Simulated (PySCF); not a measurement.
PySCF 2.14 output of an unrestricted PBE0 calculation on a single atom or ion in x2c-QZVPPall, with the spin-free X2C one-electron Hamiltonian (Gaussian nucleus):

```
SCF conv_tol = 1e-09
number electrons alpha = 12  beta = 9
    C. Adamo and V. Barone.,  J. Chem. Phys. 110, 6158 (1999)
    M. Ernzerhof and G. E. Scuseria.,  J. Chem. Phys. 110, 5029 (1999)
cycle= 1 E= -853.293809893403  delta_E= -0.00731  |g|= 0.0116  |ddm|= 0.104
cycle= 2 E= -853.293826766853  delta_E= -1.69e-05  |g|= 0.0017  |ddm|= 0.00769
cycle= 3 E= -853.29382698326  delta_E= -2.16e-07  |g|= 0.00127  |ddm|= 0.00212
cycle= 4 E= -853.293827469717  delta_E= -4.86e-07  |g|= 0.000285  |ddm|= 0.00111
cycle= 5 E= -853.293827489346  delta_E= -1.96e-08  |g|= 8.46e-06  |ddm|= 0.000214
cycle= 6 E= -853.293827489377  delta_E= -3.07e-11  |g|= 9.93e-07  |ddm|= 1.41e-05
converged SCF energy = -853.293827489377  <S^2> = 3.7506965  2S+1 = 4.0003483
```

The run itself started from symmetry-adapted Hartree-Fock orbitals and held the occupation by maximum overlap, on a logarithmic radial grid, so the iterations belong to that start.

Problem. Which element, charge and spin multiplicity is this?

Solution. Ti⁺ (titanium, charge +1), multiplicity 4; the state was [Ar] 3d3, high-spin 4F determinant (an excited configuration).
